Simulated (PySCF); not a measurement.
A GIAO shielding run with PySCF 2.14.0 with density-fitted response routines (density fitting, non-relativistic, gas phase) on SMILES CC#C[Si@@H](Cl)S[SiH2]C, C$_{4}$H$_{9}$ClSSi$_{2}$:

```
$ OMP_NUM_THREADS=1 python probes_run.py task.json out

{"job": {"kind": "nmr", "xc": "PBE0", "basis": "pcSseg-1"}, "charge": 0, "multiplicity": 1}
C     -4.610556     0.247978     0.601184
C     -3.294789     0.114219     0.027179
C     -2.195655    -0.004506    -0.454285
Si    -0.505134    -0.147732    -1.152187
Cl    -0.195860     1.321610    -2.514107
S      0.827746     0.046948     0.529537
Si     2.741184     0.520283    -0.352842
C      3.976420     0.455935     1.072937
H     -5.367772    -0.028662    -0.131923
H     -4.775236     1.279075     0.912656
H     -4.699440    -0.403616     1.469676
H     -0.266069    -1.429836    -1.799520
H      3.021711    -0.487099    -1.375255
H      2.643411     1.850058    -0.945829
H      4.014806    -0.536220     1.512969
H      3.704300     1.152403     1.860785
H      4.973936     0.710652     0.729116
```

Hardware: 1 thread of an Arm Neoverse N1, shared host. The job also computes population analyses, field gradients.

Question: How large is the calculation?

Answer: 94 electrons, 209 basis functions and 1178 auxiliary functions.

Question: How long does it take, and how much memory does it need?

Answer: 97 s of wall time, with 14 SCF cycles and 5 response iterations; peak memory 0.93 GiB. Times on a shared host scatter by some tens of per cent.
